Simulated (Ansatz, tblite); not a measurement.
Forces on the cluster Na₈H₇⁺ at its PBE0-D4/def2-SVP geometry. The state is a singlet with charge 1.

The xTB rows come from tblite. The structure comes from a short search, and lower isomers may exist.

GFN1-xTB (tblite), largest force 0.30 eV/Å:

```xyz
15
positions Å, forces eV/Å
Na   -1.355   -4.307   -1.491    0.016    0.267    0.128
Na    1.351    4.312    1.481   -0.012   -0.266   -0.124
Na    1.571   -1.192   -1.363   -0.170    0.132    0.152
Na    1.345    1.604    0.147   -0.059   -0.071   -0.005
Na   -4.107   -2.225    0.898    0.271    0.073   -0.094
Na    4.102    2.227   -0.909   -0.268   -0.073    0.097
Na   -1.340   -1.608   -0.138    0.059    0.071    0.007
Na   -1.569    1.191    1.366    0.173   -0.135   -0.150
H     2.826    3.385    0.299    0.047    0.057    0.004
H     0.003   -0.002    0.010   -0.001    0.000    0.000
H    -2.911   -0.530    1.166   -0.066    0.043    0.052
H     0.116   -2.820   -1.462    0.055   -0.053   -0.056
H    -2.828   -3.385   -0.304   -0.049   -0.057   -0.006
H     2.912    0.527   -1.165    0.064   -0.042   -0.055
H    -0.115    2.822    1.465   -0.059    0.053    0.053
```

GFN2-xTB (tblite), largest force 0.66 eV/Å:

```
Na -0.147 0.369 0.260
Na 0.149 -0.369 -0.254
Na -0.008 0.004 0.009
Na 0.066 0.074 0.007
Na 0.411 -0.056 -0.226
Na -0.410 0.052 0.230
Na -0.062 -0.077 -0.006
Na -0.002 0.003 0.005
H -0.422 -0.505 -0.046
H 0.008 -0.004 -0.014
H 0.212 -0.124 -0.170
H -0.166 0.182 0.168
H 0.420 0.504 0.044
H -0.223 0.116 0.164
H 0.173 -0.169 -0.173
```

PBE-D4/def2-TZVP (Ansatz), largest force 0.03 eV/Å:

```
Na 0.002 -0.013 -0.006
Na 0.004 0.017 0.008
Na 0.012 -0.003 -0.005
Na 0.022 0.025 0.004
Na -0.014 -0.003 0.006
Na 0.015 0.004 -0.004
Na -0.019 -0.028 -0.002
Na -0.021 0.010 0.017
H 0.010 0.012 0.000
H 0.007 -0.006 -0.009
H -0.009 0.003 0.004
H 0.006 -0.003 -0.006
H -0.010 -0.011 -0.002
H 0.000 -0.010 -0.007
H -0.004 0.007 0.004
```
